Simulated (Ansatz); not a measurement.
Consider the formal exchange of groups at a B–C bond: `BC#CBO` + `[Cl][GeH3]` → `[BH2][GeH2][Cl]` + `C#CBO`.

Isolated molecules relaxed with PBE0-D4/def2-TZVP in Ansatz; ΔE leaves out vibrations. CBS: MP2 limit from def2 TZ/QZ plus the TZ coupled-cluster correction, frozen cores. DFT in def2-TZVPP. B3LYP here is the variant with VWN-RPA as its local correlation; programs differ in this. For Ge outer-core shells are correlated without core-valence functions, which leaves a few kJ/mol of doubt a bond. Scalar relativity is left out up to krypton. One conformer a species, not always the lowest.

Is it downhill or uphill in electronic energy at CCSD(T)/CBS, and by how much? (An estimate is asked.)

Computed: Uphill: ΔE = +15.5 kcal/mol.

What do these levels give: r2SCAN-D4, B97M-V, PBE0-D4, B3LYP-D4, CAM-B3LYP-D4, ωB97X-V, revPBE, PBE0, BHLYP, MP2/def2-TZVPP, SCS-MP2/def2-QZVPP, HF/CBS(def2)? (An estimate is asked.)

Computed: r2SCAN-D4 19.7, B97M-V 21.5, PBE0-D4 18.2, B3LYP-D4 19.1, CAM-B3LYP-D4 18.5, ωB97X-V 16.8, revPBE 19.1, PBE0 18.4, BHLYP 19.0, MP2/def2-TZVPP 16.3, SCS-MP2/def2-QZVPP 16.1, HF/CBS(def2) 18.6 kcal/mol.

Largest T1 diagnostic among the species: 0.016.

From r2SCAN to r2SCAN0 (25 % exact exchange), in def2-TZVPP and without D4, ΔE moves by −0.9 kcal/mol. In def2-TZVPP, CCSD(T) changes the Hartree–Fock value by −2.3 kcal/mol (the triples alone add +0.3 kcal/mol) and MP2 by −2.0 kcal/mol.
